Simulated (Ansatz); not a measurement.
Sn₃H₈. Charge 0, multiplicity 1. Geometry PBE0-D4/def2-SVP, basis def2-TZVP, Ansatz.

Cartesian coordinates in Å:
```
Sn 0.083 -1.327 -1.927
H 0.935 -2.704 -1.363
H -1.080 -1.837 -3.079
H 1.199 -0.284 -2.705
Sn -1.120 -0.002 0.203
H -1.989 -1.129 1.164
H -2.252 1.137 -0.406
Sn 0.749 1.324 1.780
H -0.004 2.136 3.089
H 1.888 0.209 2.411
H 1.592 2.478 0.833
```

```
run  HOMO (eV)  LUMO (eV)
  A      -7.35      -1.02
  B      -9.36       1.75
  C      -7.49      -0.88
  D      -6.99      -1.27
  E      -8.13      -0.26
  F      -9.37       0.78
```

In the def2 sets Sn takes a core potential; there is no spin–orbit coupling.

Problem. The runs used BHLYP, HF, PBE0, r2SCAN0, r2SCANh, ωB97X-V. Estimate which is which.

Solution. A PBE0 (25 % exact exchange); B HF (100 % exact exchange); C r2SCAN0 (25 % exact exchange); D r2SCANh (10 % exact exchange); E BHLYP (50 % exact exchange); F ωB97X-V (range-separated). Exact exchange lowers occupied and raises empty levels; among semilocal functionals meta-GGAs tend to open the gap a little, and such runs are hard to tell apart. The gap grows from 5.72 eV (r2SCANh) to 11.11 eV (HF).
